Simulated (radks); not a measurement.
Values are calculated unless marked as measured or tabulated.
Problem. These are the eigenvalues of the occupied orbitals of an atom or ion with whole-number occupations (Ry). Code: a radial shooting solver on a logarithmic mesh with Libxc functionals. Model: non-relativistic Kohn-Sham, LB94 model potential, spin-polarised, spherical densities, point nucleus.

1s up: -975.9548
1s down: -975.9378
2s up: -132.5533
2s down: -132.5447
2p up: -120.4986
2p down: -120.4917
3s up: -24.41822
3s down: -24.41492
3p down: -20.17898
3p up: -20.17689
3d down: -12.60334
3d up: -12.58970
4s up: -7.75329

Which element is it, and in what charge state? The configuration may be excited. Open shells, if any, are filled with parallel spins first.

Solution. Z = 35, bromine, charge +6: Br6+ in [Ar] 3d10 4s1. The list shows which subshells hold electrons but not how many an open one holds; the 1s level, -487.98 hartree, gives Z - s = 31.2 by -(Z - s)^2/2, which with screening narrows Z to a few neighbours, and the depths of the outer levels then fix element, charge and occupations together.
